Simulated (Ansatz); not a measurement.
CH₈Cl₂N₂Si₂, singlet, geometry from GFN2-xTB, atoms displaced at random by about 0.08 Å a coordinate; Ansatz (a program for electronic structure) with PBE/STO-3G, gradient.

Input for Ansatz:
Ansatz 0.2 input:
```yaml
crystal:
  periodic: [false, false, false]
  atoms:
    - {symbol: Si, position_ang: [1.11237060, -0.58459229, -0.19539586]}
    - {symbol: Cl, position_ang: [0.63718532, -1.54442055, 1.43172282]}
    - {symbol: Cl, position_ang: [2.56192461, 0.72047839, -0.07053472]}
    - {symbol: N, position_ang: [-0.56127500, 0.16893082, -0.67876166]}
    - {symbol: C, position_ang: [-0.51149512, 1.14737962, -1.92975581]}
    - {symbol: Si, position_ang: [-1.96082991, 0.12523789, 0.23797307]}
    - {symbol: N, position_ang: [-3.11737710, 1.05912119, -0.53249990]}
    - {symbol: H, position_ang: [1.17208947, -1.70027903, -1.37818624]}
    - {symbol: H, position_ang: [-0.16096214, 0.42432495, -2.75941795]}
    - {symbol: H, position_ang: [0.34117906, 1.77446001, -1.70055130]}
    - {symbol: H, position_ang: [-1.29618100, 1.46793403, -1.94106321]}
    - {symbol: H, position_ang: [-1.76417190, 0.88635986, 1.61315978]}
    - {symbol: H, position_ang: [-2.39012592, -1.27924863, 0.39632249]}
    - {symbol: H, position_ang: [-3.36417849, 2.03701438, -0.43501424]}
    - {symbol: H, position_ang: [-3.68357153, 0.84578823, -1.31976994]}
basis:
  gaussian:
    orbitals: STO-3G
hamiltonian:
  xc: pbe
output: {forces: true}
```

It wrote (shortened):

```
Functional definition: PBE
715 factors; integrals over basis functions are off by at most 3.4e-5 eV
mean field evaluation 1: about -44407.5790 eV, gradient 4.5e1 eV
mean field evaluation 2: about -44362.0942 eV, gradient 1.1e2 eV
mean field evaluation 4: about -44414.2581 eV, gradient 5.4e0 eV
mean field evaluation 8: about -44414.2857 eV, gradient 2.0e-1 eV
mean field evaluation 16: about -44414.2859 eV, gradient 5.4e-5 eV
mean field -44414.28587902 eV, -1632.1949009696 hartree, gradient 5.4e-5 eV, S^2 0.000000; 0 other end points of the search recorded, 0 dependent functions left out
the calculation of the forces begins
reference -44414.28590898 eV, -1632.1949020709 hartree; 45, 45 occupied and 14, 14 virtual orbitals, 715 factors
Total energy: -44414.28590898 eV, -1632.1949020709 hartree
Atom 0 at     1.112371    -0.584592    -0.195396 Å, force    -6.364971    -1.635080    -7.279202 eV/Å
Atom 1 at     0.637185    -1.544421     1.431723 Å, force    -0.647652    -2.317860     4.152778 eV/Å
Atom 2 at     2.561925     0.720478    -0.070535 Å, force     3.374388     2.714382     0.200938 eV/Å
Atom 3 at    -0.561275     0.168931    -0.678762 Å, force     5.156223     0.101530    -1.787239 eV/Å
Atom 4 at    -0.511495     1.147380    -1.929756 Å, force    20.832828   -12.665208     2.284093 eV/Å
Atom 5 at    -1.960830     0.125238     0.237973 Å, force    -1.263915     0.785754     4.096005 eV/Å
Atom 6 at    -3.117377     1.059121    -0.532500 Å, force    -0.891809     0.971844    -0.146431 eV/Å
Atom 7 at     1.172089    -1.700279    -1.378186 Å, force     0.919680     1.845083     1.962957 eV/Å
Atom 8 at    -0.160962     0.424325    -2.759418 Å, force    -1.116918     1.643788     0.358823 eV/Å
Atom 9 at     0.341179     1.774460    -1.700551 Å, force     0.198438     1.451945    -0.378493 eV/Å
Atom 10 at    -1.296181     1.467934    -1.941063 Å, force   -19.521087     8.650366    -1.272200 eV/Å
Atom 11 at    -1.764172     0.886360     1.613160 Å, force    -0.257648    -1.321913    -1.622951 eV/Å
Atom 12 at    -2.390126    -1.279249     0.396322 Å, force    -0.010906     0.316412     0.099377 eV/Å
Atom 13 at    -3.364178     2.037014    -0.435014 Å, force     0.655002     1.394812     1.381249 eV/Å
Atom 14 at    -3.683572     0.845788    -1.319770 Å, force    -1.061652    -1.935856    -2.049703 eV/Å
Dipole moment:    -0.198427     0.100236    -0.455068 e Å
```
